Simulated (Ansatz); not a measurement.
The cluster Rh3. The state is a doublet with charge 0. Geometry PBE-D4/def2-TZVPD, that of the charge -1 singlet; atoms count from 1.

```xyz
3

Rh    0.868    0.580    0.905
Rh   -1.210    0.605   -0.281
Rh    0.342   -1.185   -0.624
```

In the def2 sets Rh takes a core potential; there is no spin–orbit coupling. The charge 0 doublet is spin-contaminated (final ⟨S²⟩ up to 1.79, 0.75 for a pure state). The structure comes from a short search, and lower isomers may exist.

Q: Estimate the Mulliken populations from the PBE/def2-TZVPD orbitals of Ansatz.

A: 
| atom | charge (e) | spin (α − β) | d electrons |
| --- | --- | --- | --- |
| Rh1 | -0.01 | -0.07 | 8.14 |
| Rh2 | -0.01 | -0.07 | 8.14 |
| Rh3 | 0.01 | 1.15 | 8.09 |
Mulliken values and Mayer orders depend strongly on the basis. With diffuse functions, as here, like atoms can get unlike values, and bond orders can come out too low or too high.

Q: Where does the spin sit?

A: Summed by element: Rh 1.00, of 1 unpaired in all. Largest on single atoms: Rh3 1.15, Rh2 -0.07, Rh1 -0.07.

Q: And the Mayer bond orders between bonded heavy atoms (over 0.3)?

A: Rh1–Rh2 1.50 (2.39 Å); Rh1–Rh3 1.47 (2.39 Å); Rh2–Rh3 1.47 (2.39 Å).
